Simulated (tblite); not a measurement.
C6H13PS.
Atom-mapped SMILES: `[CH3:1]/[CH:2]=[CH:3]\[P:4]([CH3:5])[CH2:6][S:7][CH3:8]` (hydrogens: H9, H10, H11 on C1; H12 on C2; H13 on C3; H14, H15, H16 on C5; H17, H18 on C6; H19, H20, H21 on C8)

Computed with GFN2-xTB (tblite), gas phase: L-BFGS steps from a force-field or distance-geometry start until the largest atomic force falls under 0.01 eV/Å.

Step 131: E = -685.6357 eV
```
atom  x, y, z in Å  |  force x, y, z in eV/Å
C1     -2.3855    1.6500    0.2138    0.005  -0.003   0.004
C2     -2.5505    0.2595   -0.2911   -0.026   0.023  -0.007
C3     -1.6420   -0.6995   -0.1773    0.035  -0.034   0.015
P4     -0.0191   -0.4670    0.6205   -0.016  -0.021  -0.041
C5      0.5158   -2.2330    0.6219   -0.020   0.016   0.027
C6      0.8399    0.0890   -0.9527   -0.005   0.010  -0.016
S7      2.6499   -0.0039   -0.8692    0.028  -0.063  -0.022
C8      2.9465    0.9232    0.6576    0.005   0.015  -0.014
H9     -2.4112    2.3606   -0.6126   -0.013  -0.002   0.006
H10    -1.4376    1.7522    0.7405    0.003  -0.014   0.004
H11    -3.1989    1.8990    0.8945   -0.013   0.021  -0.014
H12    -3.4922    0.0502   -0.7860   -0.019   0.002   0.011
H13    -1.8399   -1.6975   -0.5545   -0.023   0.039   0.004
H14     0.3088   -2.7130   -0.3332    0.052   0.003  -0.049
H15     1.5794   -2.2895    0.8443    0.048   0.010  -0.050
H16    -0.0238   -2.7504    1.4130   -0.038  -0.024   0.033
H17     0.5512    1.1246   -1.1539    0.022  -0.018  -0.003
H18     0.5498   -0.5325   -1.8051    0.004   0.012   0.090
H19     4.0223    0.9804    0.7821    0.027  -0.014   0.017
H20     2.4962    0.3917    1.4932   -0.015   0.042  -0.004
H21     2.5319    1.9224    0.5628   -0.041   0.000   0.009
```

Step 132: E = -685.6364 eV
```
atom  x, y, z in Å  |  force x, y, z in eV/Å
C1     -2.3742    1.6521    0.2202   -0.003   0.002  -0.003
C2     -2.5462    0.2654   -0.2919    0.017  -0.016  -0.003
C3     -1.6425   -0.6997   -0.1826    0.003   0.011   0.020
P4     -0.0193   -0.4774    0.6174   -0.008  -0.026  -0.036
C5      0.5125   -2.2445    0.6187   -0.004  -0.004   0.020
C6      0.8431    0.0753   -0.9542    0.008   0.032  -0.004
S7      2.6533   -0.0039   -0.8604    0.034  -0.053   0.005
C8      2.9357    0.9396    0.6609    0.028  -0.006  -0.031
H9     -2.4027    2.3660   -0.6032   -0.005   0.005   0.010
H10    -1.4245    1.7503    0.7447   -0.008  -0.019  -0.004
H11    -3.1858    1.8985    0.9039   -0.011   0.028  -0.005
H12    -3.4886    0.0647   -0.7890   -0.018  -0.004   0.013
H13    -1.8466   -1.6940   -0.5646   -0.022   0.019  -0.003
H14     0.2835   -2.7289   -0.3313    0.062   0.017   0.014
H15     1.5830   -2.3009    0.8177   -0.030   0.010  -0.055
H16    -0.0128   -2.7537    1.4266   -0.003  -0.020  -0.015
H17     0.5494    1.1084   -1.1597    0.017  -0.014  -0.014
H18     0.5633   -0.5514   -1.8052   -0.008   0.004   0.076
H19     4.0121    1.0004    0.7894   -0.017  -0.011   0.025
H20     2.4805    0.4142    1.4986    0.001   0.050  -0.022
H21     2.5179    1.9363    0.5527   -0.034  -0.005   0.011
```

Step 133: E = -685.6372 eV
```
atom  x, y, z in Å  |  force x, y, z in eV/Å
C1     -2.3751    1.6515    0.2201   -0.014   0.008  -0.006
C2     -2.5475    0.2651   -0.2914    0.033  -0.029   0.005
C3     -1.6429   -0.6994   -0.1825   -0.008   0.027   0.016
P4     -0.0205   -0.4774    0.6175    0.007  -0.007  -0.011
C5      0.5138   -2.2437    0.6189   -0.002   0.029   0.013
C6      0.8436    0.0767   -0.9522    0.015   0.033   0.021
S7      2.6529   -0.0072   -0.8596    0.041  -0.050   0.007
C8      2.9363    0.9381    0.6600    0.034  -0.018  -0.029
H9     -2.4039    2.3633   -0.6047    0.002   0.018   0.006
H10    -1.4259    1.7502    0.7450   -0.007  -0.017  -0.002
H11    -3.1881    1.8986    0.9016   -0.011   0.031   0.005
H12    -3.4903    0.0646   -0.7871   -0.022  -0.009   0.007
H13    -1.8476   -1.6924   -0.5648   -0.023  -0.012  -0.011
H14     0.2892   -2.7249   -0.3324    0.036  -0.011  -0.016
H15     1.5838   -2.3005    0.8172   -0.013   0.018  -0.033
H16    -0.0135   -2.7519    1.4249   -0.008  -0.043  -0.003
H17     0.5524    1.1101   -1.1574    0.011  -0.003  -0.018
H18     0.5633   -0.5500   -1.8010   -0.026  -0.016   0.028
H19     4.0130    0.9963    0.7873   -0.023  -0.004   0.035
H20     2.4791    0.4153    1.4981    0.008   0.042  -0.017
H21     2.5190    1.9344    0.5513   -0.030   0.012   0.003
```

Q: Estimate the geometry and energy of step 134. (The exact step hangs on the optimiser's Hessian estimate; all steps are aligned on step 133, rigid shifts and turns removed.)

A: E = -685.6381 eV, largest force 0.060 eV/Å
```
atom  x, y, z in Å  |  force x, y, z in eV/Å
C1     -2.3664    1.6527    0.2256   -0.021  -0.001  -0.006
C2     -2.5439    0.2681   -0.2903   -0.031   0.039   0.009
C3     -1.6430   -0.6985   -0.1834    0.016  -0.029  -0.001
P4     -0.0197   -0.4822    0.6149    0.028   0.027   0.023
C5      0.5131   -2.2487    0.6172    0.007   0.038  -0.024
C6      0.8453    0.0699   -0.9546    0.019   0.011  -0.001
S7      2.6558   -0.0101   -0.8545    0.004  -0.011   0.026
C8      2.9279    0.9470    0.6608    0.024  -0.003  -0.040
H9     -2.3905    2.3655   -0.5984    0.008   0.026   0.006
H10    -1.4179    1.7455    0.7535   -0.019  -0.014  -0.010
H11    -3.1808    1.9026    0.9049   -0.001   0.027   0.002
H12    -3.4891    0.0742   -0.7862    0.007  -0.015   0.018
H13    -1.8513   -1.6891   -0.5696   -0.018  -0.025  -0.010
H14     0.2864   -2.7275   -0.3348    0.008  -0.029  -0.012
H15     1.5847   -2.3084    0.8056   -0.020   0.029   0.000
H16    -0.0130   -2.7536    1.4258    0.004  -0.056  -0.011
H17     0.5478    1.1005   -1.1711    0.035  -0.048  -0.008
H18     0.5712   -0.5704   -1.7960   -0.024   0.015   0.023
H19     4.0037    1.0113    0.7928   -0.030   0.006   0.033
H20     2.4688    0.4280    1.4993    0.008   0.016   0.000
H21     2.5021    1.9401    0.5474   -0.004  -0.003  -0.017
```

The energy changes by -0.0009 eV. The first-order estimate −F·Δx gives -0.0016 eV and the mean of the old and new forces, exact on a quadratic surface, -0.0009 eV. The step makes an angle of 80° with the force vector and moves no atom by more than 0.022 Å.

The cost below is that of the whole relaxation. Hardware: one thread of an Arm Neoverse V2 (shared host). Cost: 1.5 s.
